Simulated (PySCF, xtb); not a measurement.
C3H2Br2, SMILES C(=CBr)=CBr.

Harmonic wavenumbers (cm⁻¹) from xtb with GFN2-xTB at its own minimum, in rising order: 60, 151, 213, 375, 425, 607, 616, 671, 796, 1106, 1139, 1295, 2025, 3069, 3070.

What does B3LYP-D3(BJ)/def2-SVP (PySCF) give at its own minimum? (The exact figures need the calculation; the answer reports its results.)

64, 170, 228, 413, 464, 670, 678, 723, 839, 1113, 1185, 1317, 2051, 3196, 3196. Paired by order, the mean absolute difference is 46 cm⁻¹ and the zero-point energies are 22.3 and 23.3 kcal/mol.
